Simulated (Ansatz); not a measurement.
Gas-phase electronic energies from Ansatz, PBE0-D4/def2-TZVP geometries. CBS: MP2 limit from def2 TZ/QZ plus the TZ coupled-cluster correction, frozen cores. This one scheme is used for every species. DFT in def2-TZVPP. Triplets are unrestricted, without spin–orbit coupling. For Ga outer-core shells are correlated without core-valence functions, which leaves a few kJ/mol of doubt a bond. Scalar relativity is left out up to krypton.

Reaction (formal loss of a carbene): `[CH3][Ga]([CH3])[F]` → `[CH2]` (triplet) + `[CH3][GaH][F]`

```csv
level,ΔE (kJ/mol)
PBE0,466.9
HF/def2-TZVPP,321.3
SCS-MP2/def2-TZVPP,478.0
HF/def2-QZVPP,320.5
```

**Question.** What does CCSD(T)/CBS give? (Best estimate.)

**Answer.** Computed: +478.7 kJ/mol. The listed levels differ from it by -11.8, -157.4, -0.7, -158.2 kJ/mol.

Largest T1 diagnostic among the species: 0.013.

At CCSD(T), def2-SVP lies −29.6 kJ/mol from the extrapolated value and def2-TZVPP −13.3 kJ/mol. In def2-TZVPP, CCSD(T) changes the Hartree–Fock value by +144.1 kJ/mol (the triples alone add +11.7 kJ/mol) and MP2 by +159.5 kJ/mol.
